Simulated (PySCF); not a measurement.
## Unknown compound

An unknown has the formula C2HCl2F3. Its calculated NMR data are:

1H NMR (400 MHz, computed): δ 5.88 (m, 1H).

13C{1H} NMR (computed): δ 132.9 (C), 81.2 (CH).

PySCF 2.14.0 with density-fitted response routines calculation with shielding tensors at B97-2/pcSseg-2 (GIAO) and structure optimised with PBE0-D3(BJ)/def2-TZVP; non-relativistic, a single conformation, isolated molecule, fast rotation and ring inversion assumed for equivalent nuclei.

Referencing at the same level of theory: 1H and 13C vs TMS.

Q: Deduce the structure.

A: 
1. Rings plus π bonds: 0.
2. 2 carbon signals for 2 carbons: no two carbons are equivalent.
3. Carbon types of the structure: 1 × C, 1 × CH, which accounts for all hydrogens.
4. δC 132.9: CF3 carbon; 3 electronegative neighbours deshield it.
5. δC 81.2: sp3 CH bonded to 2 Cl; 2 electronegative neighbours deshield it.
6. δH 5.88: hydrogen on an sp3 CH bonded to 2 Cl; its carbon carries Cl, hence the downfield position.

The compound is 1,1-Dichloro-2,2,2-Trifluoroethane.

The data come from this structure; uniqueness wasn't tested.

Carbons that carry Cl, above all several Cl atoms, come out too deshielded, partly because spin–orbit coupling is missing. Splittings by 19F in the carbon and heteronuclear signals aren't shown, as no couplings were computed. Shifts are as computed. Against solution values, carbons near 30 ppm lie about +3 ppm off and those near 130 ppm about +7 ppm; carbons on Cl a further +5 ppm. Of 1211 compounds with measured shifts, 218 miss one by over three times the rms of a fit or turn the order of signals round; such compounds aren't used in these exercises.
